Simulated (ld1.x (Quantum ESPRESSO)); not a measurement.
## An all-electron radial function and its pseudo partner (nitrogen)

Columns: radius, all-electron u(r) and pseudo u(r) of the 2s shell (level -18.46 eV) of nitrogen in the configuration [He] 2s2 2p3; PBEsol, scalar-relativistic, RRKJ scheme, ld1.x (Quantum ESPRESSO) 7.5.

```
r (bohr)  all-electron   pseudo
   0.078        0.3552  -0.0299
   0.155        0.3648  -0.0717
   0.232        0.2236  -0.1346
   0.310        0.0246  -0.2227
   0.388       -0.1802  -0.3312
   0.465       -0.3644  -0.4488
   0.542       -0.5210  -0.5648
   0.620       -0.6487  -0.6695
   0.698       -0.7458  -0.7545
   0.775       -0.8144  -0.8169
   0.852       -0.8593  -0.8595
   0.930       -0.8845  -0.8845
   1.008       -0.8929  -0.8929
   1.085       -0.8882  -0.8882
   1.162       -0.8732  -0.8732
   1.240       -0.8501  -0.8501
   1.318       -0.8210  -0.8210
   1.395       -0.7883  -0.7883
   1.472       -0.7528  -0.7528
   1.550       -0.7151  -0.7151
   1.628       -0.6766  -0.6766
   1.705       -0.6385  -0.6385
   1.782       -0.6008  -0.6008
   1.860       -0.5635  -0.5635
   1.938       -0.5272  -0.5272
   2.015       -0.4927  -0.4927
```

How many radial nodes do the two functions have?

The all-electron 2s function has n − l − 1 = 1; the pseudo-wave has 0, since the states of the same l below it are removed with the core.

At about which radius was the pseudo-wave matched?

0.90 bohr, where the columns begin to agree (steps of 0.08 bohr).

Is the pseudo-wave norm-conserving?

Yes: the RRKJ scheme keeps the norm inside the radius equal to the all-electron one, which fixes the energy derivative of the logarithmic derivative at the level.
